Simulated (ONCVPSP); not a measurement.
Pseudopotential generation for P: ONCV, LDA (Perdew-Wang 92), scalar-relativistic.

Input for ONCVPSP 4.0.1:

```
# ATOM AND REFERENCE CONFIGURATION
# atsym  z   nc   nv     iexc    psfile
  P 15.00    3    2  -001012      upf
#
#   n    l    f
    1    0    2.00
    2    0    2.00
    2    1    6.00
    3    0    2.00
    3    1    2.50
#
# PSEUDOPOTENTIAL AND OPTIMIZATION
# lmax
    2
#
#   l,   rc,      ep,       ncon, nbas, qcut
    0    1.25    0.00    5   10    6.50
    1    1.60    0.00    5    9    5.30
    2    1.25    0.06    3    7    8.10
#
# LOCAL POTENTIAL
# lloc, lpopt,  rc(5),   dvloc0
    0    5    1.25    0.00
#
# VANDERBILT-KLEINMAN-BYLANDER PROJECTORs
# l, nproj, debl
    0    0    1.90
    1    2    3.80
    2    1    2.80
#
# MODEL CORE CHARGE
# icmod, fcfact, rcfact
    3    2.25    1.60
#
# LOG DERIVATIVE ANALYSIS
# epsh1, epsh2, depsh
   -2.00    5.00    0.02
#
# OUTPUT GRID
# rlmax, drl
    6.00    0.01
#
# TEST CONFIGURATIONS
# ncnf
    4
# nvcnf
#   n    l    f
    2
    3    0    2.00
    3    1    3.00
#
    2
    3    0    2.00
    3    1    2.00
#
    2
    3    0    2.00
    3    1    1.00
#
    2
    3    0    2.00
    3    1    0.00
#
```

Command:

```bash
oncvpsp.x < P.dat > P.out
```

Resulting log (shortened: citation, most of the input echo, consistency checks and plot data are left out):

```
ONCVPSP  (Optimized Norm-Conservinng Vanderbilt PSeudopotential)
scalar-relativistic version 4.0.1

#   n    l    f        energy (Ha)
    1    0    2.00    -7.6480656E+01
    2    0    2.00    -6.5467365E+00
    2    1    6.00    -4.7599634E+00
    3    0    2.00    -6.7861524E-01
    3    1    2.50    -3.5827485E-01

Reference configufation results
  iterations    21
  all-electron total energy (Ha)   -3.40648212D+02

Begin loop to  construct optimized pseudo wave functions
and semi-local pseudopoentials for all angular momenta

Calculating optimized projector #   1

 for l=   0

    Fraction of norm inside rc  0.183796
    Optimizing pswf for qcut=   6.49 a_B^-1,  ecut=  21.03 Ha
    Residual kinetic energy error=  2.49D-03 Ha

    Energy error per electron        Cutoff
         Ha          eV             Ha
         0.01000     0.27211        7.71
         0.00100     0.02721       66.32
         0.00010     0.00272      181.12
         0.00001     0.00027      203.11

   Wellstate for l =  1  n =  5
     eigenvalue =   3.4417
     asymptotic potential =   3.9417
     half-point radius =  2.9025

Calculating optimized projector #   1

 for l=   1

    Fraction of norm inside rc  0.260752
    Optimizing pswf for qcut=   5.31 a_B^-1,  ecut=  14.10 Ha
    Residual kinetic energy error=  3.69D-05 Ha

    Energy error per electron        Cutoff
         Ha          eV             Ha
         0.01000     0.27211        3.16
         0.00100     0.02721        4.87
         0.00010     0.00272       11.47
         0.00001     0.00027       75.71

Calculating optimized projector #   2

 for l=   1

    Fraction of norm inside rc  0.109347
    Optimizing pswf for qcut=   5.31 a_B^-1,  ecut=  14.10 Ha
    Residual kinetic energy error=  4.21D-03 Ha

    Energy error per electron        Cutoff
         Ha          eV             Ha
         0.01000     0.27211        8.26
         0.00100     0.02721       83.60
         0.00010     0.00272      128.07
         0.00001     0.00027      140.79

   Wellstate for l =  2  n =  3
     eigenvalue =   0.0600
     asymptotic potential =   0.5600
     half-point radius =  5.8608

Calculating optimized projector #   1

 for l=   2

    Fraction of norm inside rc  0.051854
    Optimizing pswf for qcut=   8.09 a_B^-1,  ecut=  32.73 Ha
    Residual kinetic energy error=  3.02D-05 Ha

    Energy error per electron        Cutoff
         Ha          eV             Ha
         0.01000     0.27211       12.07
         0.00100     0.02721       21.50
         0.00010     0.00272       28.94
         0.00001     0.00027       66.32

Construct Vanderbilt / Kleinmman-Bylander projectors

B matrix Hermiticity error, ll=   1
   1   2   -1.7252E-04

  Orthonormal projector coefficients  5.2098E+00 -2.4651E+00

Model core correction analysis
  based on d2Exc/dn_idn_j

d2excae - all-electron derivatives

   -3.602281D-02   -3.047829D-02
   -3.047929D-02   -2.917500D-02

d2excps - pseudofunction derivatives with no core correction

   -4.149392D-02   -3.405991D-02
   -3.406221D-02   -3.154711D-02

rms 2nd derivative error    3.912331E-03

rmatch, rhocmatch    1.0471    1.1745

Teter function model core charge with specified parameters

d2excps - pseudofunction derivatives with core correction

   -3.631661D-02   -3.076079D-02
   -3.076148D-02   -2.936799D-02

rms 2nd derivative error    2.659885E-04

Pseudoatom total energy   -6.335442

Diagnostic tests using Vanderbilt-Kleinman-Bylander pseudopotentials
  1 or more projectors used as specified by nproj input data

   l    rcore       rmatch      e in        delta e   norm test  slope test

   0   1.2529184   1.2909597  -0.6786152  -0.0000002   1.0000045   0.9999989

   1   1.6011794   1.6497947  -0.3582749   0.0000008   1.0000254   1.0000062
   1   1.6011794   1.6497947   3.4417251   0.0000230   1.0001742   1.0001742

   2   1.2529184   1.2909597   0.0600000  -0.0001508   1.0000002   1.0000002

 Testing for bound ghosts
   n   l    E NL Schr. Eq   E Basis Diag.   E Cutoff

   2   1       -0.358274       -0.339884    153.34

   3   2       -0.032404        0.242042    115.62

 Testing for highly-localized positive-energy ghosts
       l    <radius>/rc     E Basis Diag.   E Cutoff

Test configuration 0

   n   l     f        eae           eps        diff
   1   0  2.0000  -76.48065564
   2   0  2.0000   -6.54673647
   2   1  6.0000   -4.75996336
   3   0  2.0000   -0.67861524   -0.67861544   -2.03D-07
   3   1  2.5000   -0.35827485   -0.35827402    8.30D-07

    Total energies and differences
      AE_ref= -3.40648212D+02  AE_tst= -3.40648212D+02  dif=  0.00D+00
      PS_ref= -6.33544173D+00  PS_tst= -6.33544173D+00  dif= -8.88D-16
      PSP excitation error=  8.88D-16

Test configuration 1

   n   l     f        eae           eps        diff
   1   0  2.0000  -76.29386425
   2   0  2.0000   -6.36303011
   2   1  6.0000   -4.57593588
   3   0  2.0000   -0.51509877   -0.51513929   -4.05D-05
   3   1  3.0000   -0.20567720   -0.20570292   -2.57D-05

    Total energies and differences
      AE_ref= -3.40648212D+02  AE_tst= -3.40788524D+02  dif= -1.40D-01
      PS_ref= -6.33544173D+00  PS_tst= -6.47577098D+00  dif= -1.40D-01
      PSP excitation error=  1.74D-05

Test configuration 2

   n   l     f        eae           eps        diff
   1   0  2.0000  -76.69251467
   2   0  2.0000   -6.75345393
   2   1  6.0000   -4.96718825
   3   0  2.0000   -0.85702788   -0.85692618    1.02D-04
   3   1  2.0000   -0.52553780   -0.52543476    1.03D-04

    Total energies and differences
      AE_ref= -3.40648212D+02  AE_tst= -3.40427834D+02  dif=  2.20D-01
      PS_ref= -6.33544173D+00  PS_tst= -6.11507211D+00  dif=  2.20D-01
      PSP excitation error=  8.80D-06

Test configuration 3

   n   l     f        eae           eps        diff
   1   0  2.0000  -77.18409326
   2   0  2.0000   -7.22761437
   2   1  6.0000   -5.44299769
   3   0  2.0000   -1.24992856   -1.24932506    6.04D-04
   3   1  1.0000   -0.89633635   -0.89561044    7.26D-04

    Total energies and differences
      AE_ref= -3.40648212D+02  AE_tst= -3.39720632D+02  dif=  9.28D-01
      PS_ref= -6.33544173D+00  PS_tst= -5.40818792D+00  dif=  9.27D-01
      PSP excitation error=  3.26D-04

Test configuration 4

   n   l     f        eae           eps        diff
   1   0  2.0000  -77.75925623
   2   0  2.0000   -7.77448493
   2   1  6.0000   -5.99247477
   3   0  2.0000   -1.68103356   -1.67942485    1.61D-03

    Total energies and differences
      AE_ref= -3.40648212D+02  AE_tst= -3.38622218D+02  dif=  2.03D+00
      PS_ref= -6.33544173D+00  PS_tst= -4.31110820D+00  dif=  2.02D+00
      PSP excitation error=  1.66D-03
```

The run took about 2.9 s on one core of a shared server CPU.
